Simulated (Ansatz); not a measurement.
A structure relaxed at PBE-D4/def2-SVP in Ansatz, charge 0, singlet:

| atom | x (Å) | y (Å) | z (Å) |
| --- | --- | --- | --- |
| Zr1 | -1.5666 | -1.9801 | -0.8115 |
| Zr2 | 1.1290 | -0.8416 | -0.5628 |
| Zr3 | -1.1127 | 0.8223 | 0.6003 |
| Zr4 | 1.5680 | 2.0140 | 0.7909 |
| P5 | 0.3692 | -2.7733 | -1.9094 |
| P6 | 0.5139 | 1.4995 | -1.3651 |
| P7 | -0.3685 | 2.8046 | 1.8877 |
| P8 | -0.5323 | -1.5454 | 1.3698 |

Problem. Give its formula and point group.

Solution. Zr4P4. Point group Ci (tolerance 0.1 Å).

Problem. Summarise the bond lengths by kind (pairs closer than 1.2 times the sum of covalent radii, bridged metal pairs left out).

Solution. 10 × P–Zr 2.36 to 2.64 Å.

In the def2 sets Zr takes a core potential; there is no spin–orbit coupling. The restricted singlet is unstable towards broken spin symmetry in Hartree–Fock (as tested in another run); at PBE-D4/def2-SVP this wasn't settled. Another isomer (singlet) lies 2.41 eV lower at PBE0-D4/def2-TZVP; other spin states weren't run for this one.
